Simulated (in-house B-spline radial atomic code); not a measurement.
**RPA and G0W0 on SCAN: the cadmium ion Cd⁷⁺**

Configuration [Kr] 4d5, highest spin, mean-field start SCAN. Computed with an all-electron radial atomic-structure program (B-spline basis): all electrons, non-relativistic, point nucleus, each spin shell either full or empty, empty states to l = 9 with an (l + 1/2)⁻⁴ tail; G0W0 by contour deformation at full frequency.

Without relativity these are model numbers: it shifts the levels of so heavy an element strongly and can reorder them.

Command:
```bash
python run_gw.py task.json out
```
Settings (radii: box in bohr, nucleus in fm):
```
Z                        48
electrons                41
configuration            [Kr] 4d5
hamiltonian              nr
method                   scan,scan
lmax                     9
spin_polarised           True
box_radius               8.41
intervals                51
```

Run time, properties included: 2.5 s on 1 thread of Arm Neoverse V2, with other jobs on the host.

Energies (hartree):

| term | value |
| --- | --- |
| mean-field total | -5453.87869 |
| Hartree-Fock functional on these orbitals | -5451.45764 |
| direct second order | -3.4365 |
| second-order exchange | 0.9811 |
| SOSEX correction | 0.92434 |

Task: What is the RPA correlation energy, and what remains with SOSEX?

Result: RPA gives -3.0885 hartree (-2.05 eV per electron); RPA + SOSEX gives -2.1642, and the second-order doubles -2.4554 hartree (no singles). SOSEX takes back 30 % of the RPA value.

Quasi-particle levels (eV):

```
  level  occupied  mean field  Σx - vxc     Σc  QP weight     G0W0
  4d up       yes     -123.06     -9.87      ?          ?        ?
4p down       yes     -175.18     -9.75  -0.47      0.958  -185.40
4d down        no     -115.59     12.08  -3.96      0.967  -107.47
```

G0W0 = mean field + (Σx - vxc) + Σc, with Σc (partial-wave tail included) taken at the quasi-particle energy. Only the outer levels were computed. Levels of low weight are left out.

Task: Where does G0W0 put 4d up?

Result: At -132.97 eV, with Σc = -0.05 eV and a quasi-particle weight of 0.967. The tabulated removal energy is 130.1 ± 2.1 eV (NIST, tabulated theory); the calculation leaves out relativity, Breit and QED terms, and what these don't explain is the method's own error.
